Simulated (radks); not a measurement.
Spherical quantum dot in the effective-mass picture: electrons in a parabolic well V = omega^2 r^2 / 2 with omega = 1.48, with a point charge +2 (a donor) at the centre, all in effective atomic units (hartree* = m*/eps^2 hartree, bohr* = eps/m* bohr), one dielectric constant everywhere. Method: non-relativistic Kohn-Sham, PBE, spin-polarised, spherical densities; computed with a radial shooting solver with Libxc functionals. Levels are named by radial order and angular momentum (1s, 1p, 1d, 2s, ...), and open shells are averaged over m.

N = 23, configuration 1s2 1p6 1d10 2s2 1f(up 3, down 0). This is the lowest configuration that the search found. Occupied and some empty levels:

| level | occupation | eigenvalue (hartree*) | <r> (bohr*) |
|---|---|---|---|
| 1s up | 1 | 12.950 | 0.8523 |
| 1s down | 1 | 12.953 | 0.8443 |
| 1p up | 3 | 14.376 | 1.577 |
| 1p down | 3 | 14.410 | 1.563 |
| 2s up | 1 | 14.753 | 1.631 |
| 2s down | 1 | 14.797 | 1.628 |
| 1d up | 5 | 15.285 | 1.873 |
| 1d down | 5 | 15.336 | 1.864 |
| 1f up | 3 | 16.219 | 2.080 |
| 2p up | 0 | 16.275 | 1.809 |
| 1f down | 0 | 16.278 | 2.076 |
| 2p down | 0 | 16.312 | 1.817 |
| 1g up | 0 | 17.209 | 2.249 |
| 1g down | 0 | 17.271 | 2.249 |
| 2d up | 0 | 17.447 | 2.038 |
| 2d down | 0 | 17.482 | 2.044 |

Energy (hartree*): total 209.712, kinetic 37.424, external 47.893, Hartree 137.99, exchange-correlation -13.600.

Electron density:

| r (bohr*) | n(r) (e/bohr*^3) |
|---|---|
| 0.164 | 3.393 |
| 0.345 | 1.687 |
| 0.528 | 0.9117 |
| 0.710 | 0.5894 |
| 0.892 | 0.4861 |
| 1.07 | 0.4768 |
| 1.26 | 0.4913 |
| 1.44 | 0.4911 |
| 1.62 | 0.4589 |
| 1.80 | 0.3942 |
| 1.98 | 0.3080 |
| 2.17 | 0.2168 |
| 2.35 | 0.1366 |
| 2.53 | 0.07671 |
| 2.71 | 0.03838 |
| 2.89 | 0.01715 |
| 3.08 | 0.006845 |
| 3.26 | 0.002431 |
| 3.44 | 0.0007668 |
| 3.62 | 0.0002151 |
